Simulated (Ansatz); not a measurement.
A nudged elastic band was laid between two geometries of CH₃FGaNO₂ (9 atoms, charge 0, multiplicity 1).

Method: Ansatz, RKS B3LYP-D4/def2-SVP.

- movable images: 5
- climbing image: yes
- spring: 5.0 eV/Å²
- optimiser: quadratic models (default)
- start path: IDPP
- force threshold: 0.03 eV/Å
- iteration limit: 60
- end points: relaxed

Initial state:

```xyz
9
Properties=species:S:1:pos:R:3
N 0.340 -1.480 0.607
C 0.064 -0.269 1.160
O 0.016 -0.044 2.349
Ga -0.257 1.123 -0.268
O -0.128 0.535 -1.955
F -0.644 2.824 -0.062
H 0.366 -1.607 -0.399
H 0.523 -2.275 1.216
H -0.280 1.192 -2.648
```

Final state:

```xyz
9
Properties=species:S:1:pos:R:3
N 0.395 -1.708 0.366
C 0.123 -0.528 0.982
O 0.084 -0.356 2.180
Ga -0.212 0.913 -0.393
O -0.610 2.637 -0.256
F -0.065 0.270 -2.047
H 0.409 -1.772 -0.647
H 0.587 -2.535 0.926
H -0.712 3.078 -1.111
```

Problem. Which bonds break or form, and what moves?

Solution. No bond is made or broken. The dihedral O3–C2–Ga4–F6 goes from 0 to 180°.

Problem. What energy profile does the band end with?

Solution. The run converged. The highest image is number 3 of 0 to 6, 0.061 eV above the first end and 0.075 eV above the last; the last end lies 0.014 eV below the first. A vibrational analysis at the climbing image gives no mode beyond 40i cm⁻¹: the surface is too flat there to confirm a saddle point.

```json
{"image": "0", "path coordinate (Å)": "0.00", "energy (eV)": "0.000", "dihedral O3–C2–Ga4–F6 (°)": "0"}
{"image": "1", "path coordinate (Å)": "0.96", "energy (eV)": "0.027", "dihedral O3–C2–Ga4–F6 (°)": "28"}
{"image": "2", "path coordinate (Å)": "1.93", "energy (eV)": "0.055", "dihedral O3–C2–Ga4–F6 (°)": "56"}
{"image": "3", "path coordinate (Å)": "2.89", "energy (eV)": "0.061", "dihedral O3–C2–Ga4–F6 (°)": "85"}
{"image": "4", "path coordinate (Å)": "3.82", "energy (eV)": "0.055", "dihedral O3–C2–Ga4–F6 (°)": "118"}
{"image": "5", "path coordinate (Å)": "4.74", "energy (eV)": "0.021", "dihedral O3–C2–Ga4–F6 (°)": "151"}
{"image": "6", "path coordinate (Å)": "5.67", "energy (eV)": "-0.014", "dihedral O3–C2–Ga4–F6 (°)": "180"}
```

Problem. What is the geometry of the highest image?

Solution. 
```xyz
9
Properties=species:S:1:pos:R:3
N 1.360 -1.062 0.736
C 0.199 -0.390 0.929
O -0.459 -0.442 1.950
Ga -0.554 0.785 -0.513
O -1.771 0.250 -1.699
F -0.228 2.520 -0.545
H 1.886 -0.985 -0.125
H 1.721 -1.647 1.486
H -2.153 0.971 -2.218
```

The band took 8 iterations and roughly 5 core-minutes.

The run took 2.8 min on 2 threads of Arm Neoverse V1, on a shared host, peak memory 0.31 GiB.
